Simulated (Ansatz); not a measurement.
Reactions of `C=C[CH2][SnH2][F]`.

Isolated molecules relaxed with PBE0-D4/def2-TZVP in Ansatz; ΔE leaves out vibrations. CBS: MP2 limit from def2 TZ/QZ plus the TZ coupled-cluster correction, frozen cores. This one scheme is used for every species. DFT in def2-TZVPP. Elements past krypton have def2 core potentials. For Br, Se, Sn outer-core shells are correlated without core-valence functions, which leaves a few kJ/mol of doubt a bond. Scalar relativity is left out up to krypton. Each species was taken in one conformer, which may not be the lowest.

```json
{"reaction": "`C=C[CH2][SnH2][F]` + fluoromethane → `C=CCCF` + `[F][SnH3]`", "B2PLYP (kcal/mol)": "4.2", "CCSD/CBS(def2) (kcal/mol)": "5.0"}
{"reaction": "`C=C[CH2][SnH2][F]` + H–F → `F[CH2][SnH2][F]` + ethylene", "B2PLYP (kcal/mol)": "19.1", "CCSD/CBS(def2) (kcal/mol)": "21.9"}
{"reaction": "`C=C[CH2][SnH2][F]` + CH₃NH₂ → `C[NH][SnH2][F]` + propene", "B2PLYP (kcal/mol)": "-4.5", "CCSD/CBS(def2) (kcal/mol)": "-4.0"}
{"reaction": "`C=C[CH2][SnH2][F]` + `N=C[SeH]` → `C=C[Se]C=N` + `[CH3][SnH2][F]`", "B2PLYP (kcal/mol)": "-0.7", "CCSD/CBS(def2) (kcal/mol)": "0.4"}
{"reaction": "`C=C[CH2][SnH2][F]` + H–F → `[F][SnH2][F]` + propene", "B2PLYP (kcal/mol)": "-18.8", "CCSD/CBS(def2) (kcal/mol)": "-16.2"}
{"reaction": "`C=C[CH2][SnH2][F]` + H₂S → `C=CCS` + `[F][SnH3]`", "B2PLYP (kcal/mol)": "10.4", "CCSD/CBS(def2) (kcal/mol)": "11.8"}
{"reaction": "`C=C[CH2][SnH2][F]` + HBr → `[F][SnH2][Br]` + propene", "B2PLYP (kcal/mol)": "-28.5", "CCSD/CBS(def2) (kcal/mol)": "-28.3"}
{"reaction": "`C=C[CH2][SnH2][F]` + `CCCO` → `C=COCCC` + `[CH3][SnH2][F]`", "B2PLYP (kcal/mol)": "0.3", "CCSD/CBS(def2) (kcal/mol)": "2.1"}
```

Question: Give the CCSD(T)/CBS values in the same order. (An estimate is asked.)

Answer: The calculation gave: 5.5, 22.7, -3.9, -0.1, -15.4, 12.0, -27.5, 2.0 kcal/mol.

Largest T1 diagnostic: 0.014, for `[F][SnH2][F]`.
